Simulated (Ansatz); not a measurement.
Two isomers of C4H9B: A = `BC(=C)CC`, B = `BC1(C)CC1`.

Program: Ansatz. Geometries: PBE0-D4/def2-TZVP. ΔE: electronic, gas phase. CCSD(T)/CBS is the MP2 limit (def2-TZVPP, def2-QZVPP) plus CCSD(T) − MP2 in def2-TZVPP, frozen cores. DFT in def2-TZVPP. B3LYP here is the variant with VWN-RPA as its local correlation; programs differ in this. One conformer a species, not always the lowest.

Task: Which is lower in electronic energy at CCSD(T)/CBS, and by how much? (An estimate is asked.)

Result: The calculation gave: A, by 20.0 kJ/mol.

Task: Give E(B) − E(A) in kJ/mol with B2PLYP, B3LYP-D4, PBE-D4, ωB97M-V, PBE0-D4, MP2/def2-TZVPP, HF/def2-TZVPP. (Estimate.)

Result: Ansatz gave: B2PLYP 23.5, B3LYP-D4 27.9, PBE-D4 9.4, ωB97M-V 12.3, PBE0-D4 4.4, MP2/def2-TZVPP 7.6, HF/def2-TZVPP 37.3. None reverses the order clearly.

Largest T1 diagnostic: 0.010.

In def2-TZVPP, CCSD(T) changes the Hartree–Fock value by −17.5 kJ/mol (the triples alone add +0.2 kJ/mol) and MP2 by −29.8 kJ/mol. From PBE to PBE0 (25 % exact exchange), in def2-TZVPP and without D4, E(B) − E(A) moves by −5.2 kJ/mol.
